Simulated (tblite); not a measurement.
C₄H₁₁BOSi.
Numbering: `[BH2:1][CH2:2][SiH2:3][O:4][CH2:5][CH:6]=[CH2:7]` (hydrogens: H8, H9 on B1; H10, H11 on C2; H12, H13 on Si3; H14, H15 on C5; H16 on C6; H17, H18 on C7)

Computed with GFN2-xTB (tblite), gas phase: L-BFGS steps from a force-field or distance-geometry start until the largest atomic force falls under 0.01 eV/Å.

Step 16: E = -576.5341 eV
```
atom  x, y, z in Å  |  force x, y, z in eV/Å
B1     -2.5440    1.2855    0.0361    0.056   0.087   0.096
C2     -2.6968   -0.2049   -0.3967   -0.104   0.011  -0.044
Si3    -1.1293   -1.2786   -0.5281   -0.069  -0.010  -0.100
O4      0.1850   -0.4209   -0.9449    0.185   0.131   0.000
C5      1.4446   -0.5697   -0.3336    0.099   0.000   0.039
C6      2.5074    0.3456   -0.8639   -0.011   0.169   0.061
C7      3.1879    1.1490   -0.0619   -0.135  -0.061  -0.141
H8     -3.3380    2.0987   -0.2433   -0.052  -0.041  -0.153
H9     -1.6539    1.6226    0.7083    0.118  -0.004   0.146
H10    -3.3520   -0.2937   -1.2603    0.134  -0.093  -0.234
H11    -3.2768   -0.6931    0.3881   -0.001   0.016   0.169
H12    -0.9010   -1.8925    0.7796    0.029  -0.072   0.230
H13    -1.2361   -2.3819   -1.4812   -0.119  -0.039  -0.148
H14     1.8149   -1.5977   -0.4756   -0.173  -0.010  -0.010
H15     1.3336   -0.3976    0.7433    0.029  -0.055   0.006
H16     2.7238    0.2744   -1.9214   -0.012  -0.044   0.059
H17     4.0337    1.7363   -0.3948   -0.259  -0.033   0.067
H18     2.8884    1.2249    0.9741    0.287   0.048  -0.042
```

Step 17: E = -576.5499 eV
```
atom  x, y, z in Å  |  force x, y, z in eV/Å
B1     -2.5447    1.2885    0.0418    0.067   0.108   0.018
C2     -2.6928   -0.1983   -0.4005   -0.080   0.014  -0.026
Si3    -1.1303   -1.2823   -0.5161   -0.127  -0.073  -0.014
O4      0.1892   -0.4314   -0.9237    0.266   0.085   0.084
C5      1.4551   -0.5806   -0.3231    0.145   0.035   0.045
C6      2.5015    0.3525   -0.8641    0.015   0.088   0.085
C7      3.1917    1.1537   -0.0678   -0.167  -0.027  -0.184
H8     -3.3358    2.0908   -0.2792    0.012  -0.002  -0.080
H9     -1.6676    1.6236    0.7364    0.028  -0.004   0.109
H10    -3.3401   -0.2848   -1.2719    0.167  -0.097  -0.182
H11    -3.2827   -0.6744    0.3834   -0.018  -0.036   0.167
H12    -0.9347   -1.9382    0.7850    0.043   0.026   0.108
H13    -1.2497   -2.3627   -1.4901   -0.106  -0.084  -0.180
H14     1.8383   -1.6074   -0.4708   -0.248   0.097  -0.024
H15     1.3563   -0.4134    0.7589    0.021  -0.063  -0.091
H16     2.7084    0.2912   -1.9258   -0.054  -0.056   0.109
H17     4.0210    1.7540   -0.4225   -0.273  -0.057   0.127
H18     2.9082    1.2256    0.9736    0.308   0.046  -0.071
```

Step 18: E = -576.5651 eV
```
atom  x, y, z in Å  |  force x, y, z in eV/Å
B1     -2.5426    1.2911    0.0481    0.052   0.083  -0.082
C2     -2.6901   -0.1935   -0.4039   -0.019   0.003   0.014
Si3    -1.1305   -1.2843   -0.5072   -0.116  -0.106   0.044
O4      0.1942   -0.4347   -0.9089    0.198   0.005   0.148
C5      1.4635   -0.5876   -0.3154    0.104   0.046   0.044
C6      2.4954    0.3580   -0.8629    0.020  -0.043   0.065
C7      3.1917    1.1570   -0.0728   -0.147   0.040  -0.129
H8     -3.3346    2.0790   -0.3095    0.083   0.052   0.001
H9     -1.6738    1.6217    0.7599   -0.070   0.000   0.061
H10    -3.3254   -0.2820   -1.2861    0.177  -0.081  -0.080
H11    -3.2859   -0.6579    0.3838   -0.028  -0.065   0.108
H12    -0.9569   -1.9692    0.7920    0.054   0.116  -0.028
H13    -1.2646   -2.3466   -1.4993   -0.077  -0.091  -0.170
H14     1.8466   -1.6147   -0.4683   -0.244   0.137  -0.040
H15     1.3710   -0.4261    0.7688    0.025  -0.054  -0.116
H16     2.6983    0.3022   -1.9256   -0.091  -0.058   0.098
H17     4.0037    1.7671   -0.4431   -0.192  -0.016   0.119
H18     2.9312    1.2268    0.9739    0.271   0.034  -0.058
```

Step 19: E = -576.5771 eV
```
atom  x, y, z in Å  |  force x, y, z in eV/Å
B1     -2.5396    1.2934    0.0517    0.042   0.022  -0.142
C2     -2.6891   -0.1910   -0.4053    0.045  -0.023   0.050
Si3    -1.1307   -1.2856   -0.5030   -0.048  -0.095   0.047
O4      0.1986   -0.4335   -0.9004    0.023  -0.057   0.158
C5      1.4688   -0.5899   -0.3114    0.000   0.015   0.037
C6      2.4913    0.3600   -0.8608    0.003  -0.146   0.016
C7      3.1881    1.1592   -0.0764   -0.087   0.093  -0.019
H8     -3.3329    2.0697   -0.3271    0.117   0.109   0.048
H9     -1.6748    1.6190    0.7741   -0.139   0.004   0.021
H10    -3.3117   -0.2843   -1.2981    0.158  -0.054   0.023
H11    -3.2867   -0.6483    0.3877   -0.024  -0.062   0.020
H12    -0.9650   -1.9809    0.7975    0.058   0.154  -0.110
H13    -1.2764   -2.3381   -1.5078   -0.045  -0.062  -0.124
H14     1.8414   -1.6174   -0.4683   -0.167   0.091  -0.055
H15     1.3774   -0.4337    0.7717    0.037  -0.031  -0.050
H16     2.6929    0.3056   -1.9222   -0.108  -0.050   0.037
H17     3.9875    1.7738   -0.4522   -0.053   0.077   0.041
H18     2.9523    1.2284    0.9739    0.187   0.014   0.002
```

Q: Estimate the geometry and energy of step 20. (The exact step hangs on the optimiser's Hessian estimate; all steps are aligned on step 19, rigid shifts and turns removed.)

A: E = -576.5855 eV, largest force 0.210 eV/Å
```
atom  x, y, z in Å  |  force x, y, z in eV/Å
B1     -2.5378    1.2961    0.0512    0.040  -0.018  -0.142
C2     -2.6885   -0.1893   -0.4051    0.079  -0.050   0.068
Si3    -1.1325   -1.2891   -0.5005    0.019  -0.075   0.020
O4      0.2020   -0.4360   -0.8899   -0.130  -0.066   0.124
C5      1.4736   -0.5914   -0.3072   -0.081  -0.021   0.025
C6      2.4892    0.3597   -0.8593   -0.017  -0.164  -0.014
C7      3.1840    1.1628   -0.0802   -0.019   0.107   0.048
H8     -3.3292    2.0686   -0.3382    0.128   0.133   0.056
H9     -1.6798    1.6188    0.7847   -0.164   0.004  -0.004
H10    -3.3004   -0.2861   -1.3054    0.127  -0.037   0.075
H11    -3.2885   -0.6441    0.3901   -0.011  -0.043  -0.047
H12    -0.9710   -1.9883    0.7994    0.058   0.152  -0.133
H13    -1.2842   -2.3349   -1.5166   -0.023  -0.018  -0.070
H14     1.8377   -1.6175   -0.4688   -0.088   0.005  -0.065
H15     1.3846   -0.4400    0.7739    0.044  -0.007   0.040
H16     2.6857    0.3073   -1.9204   -0.107  -0.044  -0.012
H17     3.9765    1.7800   -0.4568    0.035   0.143  -0.036
H18     2.9697    1.2299    0.9727    0.109  -0.002   0.064
```

The energy changes by -0.0084 eV. The first-order estimate −F·Δx gives -0.0113 eV and the mean of the old and new forces, exact on a quadratic surface, -0.0084 eV. The step makes an angle of 62° with the force vector and moves no atom by more than 0.018 Å.

What follows is the cost of the whole relaxation. Time: 1.9 s. Hardware: Arm Neoverse N1, one thread (shared host).
